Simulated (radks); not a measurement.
The boron ion B3+, [He]. All-electron calculation, non-relativistic Kohn-Sham, PBE, spin-polarised, spherical densities, point nucleus. Program: a radial shooting solver on a logarithmic mesh with Libxc functionals. Every spin shell is full or empty, so the densities are truly spherical. Functionals are evaluated on that one density, not self-consistently. Rank these exchange functionals by their error against the exact value of the orbitals, and give that value: LDA, B88, PBE, WC, SOGGA, B86b, G96, EV93, APBE, TPSS, SCAN, TASK.

Answer. Exact: -2.88981 hartree. From best to worst, with 100 (|E| - |E exact|)/|E exact| (equal figures are ties): G96 -0.11, APBE -0.13, TPSS +0.19, TASK +0.20, SCAN +0.20, B88 -0.51, B86b -0.74, PBE -1.70, WC -3.71, EV93 +4.20, SOGGA -6.26, LDA -14.05.
